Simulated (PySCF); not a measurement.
**Electron correlation in As (arsenic, neutral)**

[Ar] 3d10 4s2 4p3, high-spin 4S determinant. All numbers are calculated (PySCF 2.14, scalar relativity by spin-free X2C-1e, in ANO-RCC-VTZP). Frozen: [Ar] 3d10; 5 electrons correlated.

| level | correlation energy (mhartree) |
| --- | --- |
| CCSD | -84.57 |
| (T) | -2.77 |
| CCSD(T) | -87.34 |
| CCSDT | -87.97 |

Diagnostics: T1 = 0.0027, D1 = 0.0078, largest double amplitude 0.043.

Q: Is a single reference adequate?

A: Yes, within this model without spin-orbit coupling: T1 lies below 0.03 and no double amplitude reaches 0.07.
